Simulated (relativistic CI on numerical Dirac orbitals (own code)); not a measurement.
**Cu4+: 2p photoemission**

Computed with this model: Dirac-Coulomb-Breit CI, KLI orbitals optimised for each configuration, model QED (radiative potential, 1s self-energy scaled to tabulated hydrogen-like ionisation energies), valence Slater integrals scaled by 0.9, multiplet model of photoemission in the sudden approximation; configurations [Ar] 3d7 → [He] 2s2 2p5 3s2 3p6 3d7; 300 K; Lorentzian 0.35 eV and Gaussian 0.6 eV FWHM. Energies are those of the free ion, without screening or charge transfer. The energies are binding energies and can lie tens of eV above those of solids. S is read from ⟨S²⟩ = S(S + 1).

Field parameters in Wybourne normalisation: D4h B²₀ = −7Ds, B⁴₀ = 21(Dq − Dt), B⁴₄ = 21√(5/14) Dq. The field is a parameter set, without covalency.

Peaks in eV (height, largest 100): 1017.1 (100), 1019.0 (84), 1020.3 (46), 1021.2 (31), 1023.8 (17), 1026.0 (16), 1039.6 (38), 1041.0 (61).

Task: Which surroundings give this spectrum?
A. D4h, 10Dq = 18500, Ds = 1200, Dt = -430 cm⁻¹
B. D4h, 10Dq = 18500, Ds = 2100, Dt = -430 cm⁻¹
C. D4h, 10Dq = 18500, Ds = 300, Dt = -430 cm⁻¹
D. D4h, 10Dq = 18500, Ds = -600, Dt = -430 cm⁻¹

Result: C. D4h, 10Dq = 18500, Ds = 300, Dt = -430 cm⁻¹, where the ground state has S = 1.49.
